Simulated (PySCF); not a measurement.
Compound: C6H12Se.
Z-matrix (Å and degrees, PBE0-D3(BJ)/def2-SVP geometry), rows numbered from 1:
```
C 
C   1  1.3380
Se  2  1.9064  1  123.79
C   3  1.9327  2  100.38  1     4.19
C   2  1.5169  1  124.80  3   178.60
C   5  1.5314  2  110.62  1   -99.70
C   5  1.5238  2  113.18  1    25.76
H   1  1.0926  2  120.45  3   179.56
H   1  1.0910  2  123.01  3    -0.28
H   4  1.0982  3  106.45  2   178.60
H   4  1.0987  3  110.78  2   -62.76
H   4  1.0987  3  110.62  2    59.92
H   5  1.1062  2  106.72  1   143.61
H   6  1.0997  5  111.51  2   -54.48
H   6  1.1014  5  110.22  2    65.22
H   6  1.1010  5  110.73  2  -175.08
H   7  1.0999  5  111.58  2    54.67
H   7  1.1005  5  110.11  2   174.97
H   7  1.1013  5  111.44  2   -66.27
```

All values: CAM-B3LYP/def2-SVPD (PySCF, non-relativistic), on one gas-phase PBE0-D3(BJ)/def2-SVP geometry that isn't relaxed in the solvent. The solvent is an IEF-PCM continuum (cavity from Bondi-type radii × 1.2), and excitations are vertical TDDFT with non-equilibrium linear response and a frozen core. Only the electrostatic response of the medium enters. Spin–orbit coupling is left out although an atom past zinc is present.

```json
{"run": "gas", "E − E(gas) (kcal/mol)": "0.00", "HOMO (eV)": "-7.19", "HOMO–LUMO gap (eV)": "8.06", "dipole (D)": "0.76", "lowest singlet (eV)": "4.77", "static polarisability (au)": "102.4"}
{"run": "P", "E − E(gas) (kcal/mol)": "-3.11", "HOMO (eV)": "-7.27", "HOMO–LUMO gap (eV)": "8.25", "dipole (D)": "1.15", "lowest singlet (eV)": "4.90", "static polarisability (au)": "144.5"}
{"run": "Q", "E − E(gas) (kcal/mol)": "-2.57", "HOMO (eV)": "-7.24", "HOMO–LUMO gap (eV)": "8.22", "dipole (D)": "1.08", "lowest singlet (eV)": "4.87", "static polarisability (au)": "135.6"}
```

Question: The runs were made in methanol and tetrahydrofuran. Which run belongs to which solvent?

Answer: P = methanol, Q = tetrahydrofuran. The dielectric constants are 7.426 (tetrahydrofuran), 32.61 (methanol), and the energy falls further as ε rises. The optical constants n² used for the excitations are 1.97, 1.77 in the same order. In this model the ground state sees the solvent through ε alone.

Question: How constant is the ratio of the lowering to (ε − 1)/(2ε + 1)?

Answer: 
```tsv
solvent	(ε − 1)/(2ε + 1)	E − E(gas) (kcal/mol)	ratio (kcal/mol)	polarisation term (kcal/mol)
tetrahydrofuran	0.405	-2.57	-6.3	-2.85
methanol	0.477	-3.11	-6.5	-3.53
```

The ratio changes by +2.7 % in size from tetrahydrofuran to methanol. The polarisation term is half the interaction of the solute with the induced surface charges.
